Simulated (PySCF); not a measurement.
Basis and Hamiltonian dependence of the excitation energy of Al⁺

Al⁺ [Ne] 3s2 (1S) → Al⁺ [Ne] 3s1 3d1 (3D). Calculated with PySCF 2.14 from differences of total energies of unrestricted determinants, without spin-orbit coupling. Values in eV.

```csv
basis,Hamiltonian,functions,UHF,LDA,PBE0,MP2 (valence),CCSD(T) (valence),CCSD(T) (valence and next inner shell)
def2-TZVPPD,non-relativistic,48,10.809,11.151,11.044,11.464,11.719,11.820
aug-cc-pVTZ-DK,spin-free X2C,50,10.917,11.313,11.186,11.553,11.781,n/a
"x2c-TZVPPall with one added diffuse shell each of s, p, d type",spin-free X2C,51,10.847,11.195,11.085,11.498,11.751,11.853
aug-cc-pV(T+d)Z,non-relativistic,55,10.814,11.147,11.043,11.449,11.679,n/a
"aug-cc-pV(T+d)Z with one added diffuse shell each of s, p, d, f type",non-relativistic,71,10.814,11.147,11.043,11.449,11.678,n/a
def2-QZVPPD,non-relativistic,76,10.800,11.141,11.027,11.472,11.691,11.808
dyall-av3z,spin-free X2C,84,10.926,11.334,11.200,11.581,11.804,n/a
```

Frozen in the all-electron rows: valence: [Ne]; valence and next inner shell: 1s2.

Reference for a calculation without spin-orbit coupling: 11.847 eV (measured, between term centres; NIST).
